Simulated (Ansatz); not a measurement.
Two isomers of C3H9ClSi: A = `C[SiH2]CCCl`, B = `C[Si](C)(C)Cl`.

Isolated molecules relaxed with PBE0-D4/def2-TZVP in Ansatz; ΔE leaves out vibrations. CCSD(T)/CBS is the MP2 limit (def2-TZVPP, def2-QZVPP) plus CCSD(T) − MP2 in def2-TZVPP, frozen cores. Functionals use def2-TZVPP. B3LYP here is the variant with VWN-RPA as its local correlation; programs differ in this. Each species was taken in one conformer, which may not be the lowest.

Problem. Which is lower in electronic energy at CCSD(T)/CBS, and by how much? (Best estimate.)

Solution. The calculation gave: B, by 226.2 kJ/mol.

Problem. Give E(B) − E(A) in kJ/mol with B2PLYP, B3LYP-D4, PBE0-D4, HF/def2-TZVPP, PBE-D4, r2SCAN-D4, ωB97M-V. (Estimate.)

Solution. Ansatz gave: B2PLYP -224.4, B3LYP-D4 -223.8, PBE0-D4 -225.2, HF/def2-TZVPP -223.3, PBE-D4 -219.5, r2SCAN-D4 -232.0, ωB97M-V -229.9. None reverses the order clearly.

Largest T1 diagnostic: 0.010.

The D4 term adds −4.0 kJ/mol with B3LYP and −2.2 kJ/mol with PBE0; it sums over pairs of atoms, weighted by their polarisabilities, and B3LYP, whose exchange is more repulsive, gets the larger term. From PBE to PBE0 (25 % exact exchange), in def2-TZVPP and without D4, E(B) − E(A) moves by −5.9 kJ/mol.
